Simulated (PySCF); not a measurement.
Calculated properties of `O=CC1=CC=CS1`

Species: C5H4OS.
SMILES with atom numbers: `[O:1]=[CH:2][c:3]1[cH:4][cH:5][cH:6][s:7]1` (hydrogens: H8 on C2; H9 on C4; H10 on C5; H11 on C6)

Cartesian coordinates in Å at the PBE0-D3(BJ)/def2-SVP level; atoms count from 1:
```xyz
11
C5H4OS angstrom
O      1.8320   -2.3113    0.4278
C      0.6851   -2.0549    0.1533
C      0.1616   -0.6918    0.0499
C      0.8599    0.4842    0.2377
C      0.0505    1.6294    0.0625
C     -1.2501    1.3068   -0.2552
S     -1.4935   -0.3812   -0.3426
H     -0.0615   -2.8661   -0.0417
H      1.9202    0.4859    0.4923
H      0.4030    2.6564    0.1642
H     -2.0796    1.9877   -0.4432
```

Among its groups: aldehyde and aromatic ring with sulfur.

**PBE0-D3(BJ)/def2-SVP geometry optimisation, gas phase (PySCF)**

```yaml
Point_group: Cs
Rotational_constants_A_B_C: 5.037, 1.792, 1.322 GHz
```

wB97X-D/def2-SVPD ground state, ΔSCF and vertical TDDFT (core frozen in the response) (PySCF):

```yaml
Dipole_moment: 3.51 D
HOMO_energy: -9.23 eV
LUMO_energy: -0.41 eV
HOMO–LUMO_gap: 8.82 eV
Lowest_singlet_excitation: 3.91 eV (317 nm, f = 0.000)
Strongest_line_among_the_10_lowest_singlet_transitions: S2 at 4.93 eV (251 nm, f = 0.265)
Lowest_triplet_excitation_Tamm–Dancoff: 3.21 eV
Static_isotropic_polarisability: 79.6 au
Vertical_ionisation_energy: 9.37 eV
Vertical_electron_affinity: 0.26 eV
Electronic_spatial_extent_⟨r²⟩_about_the_centre_of_nuclear_charge: 844 bohr²
```

From CAM-B3LYP/pcSseg-2 ground state and GIAO shieldings, non-relativistic (PySCF):

```yaml
13C_chemical_shifts_computed_TMS_as_zero_by_class: 192.6 (C2), 161.0 (C3), 151.0 (C6), 142.9 (C4), 139.4 (C5) ppm
1H_chemical_shifts_computed_TMS_as_zero_by_class: 9.93 (H8), 8.30 (H9), 7.79 (H11), 7.37 (H10) ppm
Isotropic_shieldings_of_nuclei_other_than_C_and_H_by_class: -302 (O1), 221 (S7) ppm
```

Monoisotopic mass (most abundant isotopes): 111.9983 u.

The largest Löwdin shares of the LUMO are 0.19 on C2, 0.17 on O1, 0.14 on C6 and 0.14 on S7. The rotational constants make it an asymmetric top with κ = (2B − A − C)/(A − C) = -0.75, nearer the prolate limit (−1). S1 lies 4.91 eV below the HOMO–LUMO gap. The polarisability is 11.79 Å³ as a volume (1 au = 0.148185 Å³), or 1.37 au for each of the 58 electrons.

For the NMR shielding job (CAM-B3LYP/pcSseg-2), hardware: an Arm Neoverse V2 with one thread, shared host. Cost: 63 s.

One conformer stands for the species.
